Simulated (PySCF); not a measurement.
A calculated (PBE0, PySCF 2.14, def2-QZVPPD, no relativity, point nucleus) atom or ion has these occupied shells.

```
shell  electrons  orbital energy (eV)  rms radius, mean of both spins (bohr)
 1s α          1              -2815.7                                  0.106
 1s β          1              -2815.2                                  0.106
 2s α          1              -305.74                                  0.484
 2s β          1              -305.24                                  0.484
 2p α          3              -244.20                                  0.452
 2p β          3              -243.39                                  0.452
 3s α          1              -62.367                                   1.50
 3s β          1              -58.390                                   1.50
 3p α          2              -48.158                                   1.63
```

Task: Name the element and its charge.

Result: Cl³⁺ (chlorine, charge +3), in [Ne] 3s2 3p2, high-spin 3P determinant.
